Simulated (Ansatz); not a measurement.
Program: Ansatz. Geometries: PBE0-D4/def2-TZVP. ΔE: electronic, gas phase. CCSD(T)/CBS adds triple-zeta CCSD(T) − MP2 to the extrapolated MP2 energy (def2 sets, frozen cores). This one scheme is used for every species. Functionals use def2-TZVPP. Each species was taken in one conformer, which may not be the lowest.

`FC[SiH]([SiH3])S` + `NCCO` → `N[SiH]([SiH3])S` + `OCCCF`  (formal exchange of groups at the Si–C bond)

CCSD(T)/CBS gives -116.1 kJ/mol.

Task: Another level gave -115.9 kJ/mol. Which?
A. HF/def2-TZVPP
B. PBE-D4/def2-TZVPP
C. PBE0/def2-TZVPP
D. B2PLYP/def2-TZVPP

Result: D. B2PLYP -115.9, PBE0 -110.9, PBE-D4 -105.3, HF/def2-TZVPP -123.1 kJ/mol.

Largest T1 diagnostic among the species: 0.012.

In def2-TZVPP, CCSD(T) changes the Hartree–Fock value by +8.7 kJ/mol (the triples alone add +1.4 kJ/mol) and MP2 by +3.8 kJ/mol. From PBE to PBE0 (25 % exact exchange), in def2-TZVPP and without D4, ΔE moves by −5.0 kJ/mol.
